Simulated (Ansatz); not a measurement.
`C[O][GaH][Br]` → `[GaH2][Br]` + `C=O` at 400 K and 1 bar (β-hydride elimination).

Isolated molecules relaxed with PBE0-D4/def2-TZVP in Ansatz; ΔE leaves out vibrations. CCSD(T)/CBS adds triple-zeta CCSD(T) − MP2 to the extrapolated MP2 energy (def2 sets, frozen cores). This one scheme is used for every species. For Br, Ga outer-core shells are correlated without core-valence functions, which leaves a few kJ/mol of doubt a bond. Scalar relativity is left out up to krypton. One conformer a species, not always the lowest.

```
        species  CCSD(T)/CBS energy (Eh)  H − E (kJ/mol)  S (J/(mol·K))
`C[O][GaH][Br]`              -4612.95790           159.8          380.7
   `[GaH2][Br]`              -4498.49736            54.9          292.5
          `C=O`               -114.39408            83.9          229.4
```

H − E and S are ideal-gas, rigid-rotor, harmonic terms from PBE0-D4/def2-TZVP, for one conformer and one mirror image of each species. 1 Eh = 2625.50 kJ/mol, R = 8.31446 J/(mol·K).

By hand: ΔE, ΔH, ΔS and ΔG.

ΔE = (-4498.49736) + (-114.39408) − (-4612.95790) = 0.06646 Eh = 174.5 kJ/mol. Δ(H − E) = 54.9 + 83.9 − 159.8 = -21.0, so ΔH = 153.5 kJ/mol. ΔS = 292.5 + 229.4 − 380.7 = 141.2 J/(mol·K). ΔG = 153.5 − 400 × (141.2)/1000 = 97.0 kJ/mol.

By hand: the equilibrium constant, and the temperature at which ΔG would vanish if ΔH and ΔS stayed fixed.

log₁₀ K = −ΔG/(RT ln 10) = -12.7. ΔG = 0 at ΔH/ΔS = 1087 K.

The number of gas molecules changes by +1, which sets the sign of ΔS. A doubt of 5 kJ/mol in ΔE shifts log₁₀ K by 0.7 here. Other conformers and mirror images would add mixing entropy, several J/(mol·K) or more a flexible species. These are equilibria of isolated gas molecules and say nothing of rates. Largest T1 diagnostic: 0.015 (customary marks: 0.02 for closed shells, 0.045 for open ones).
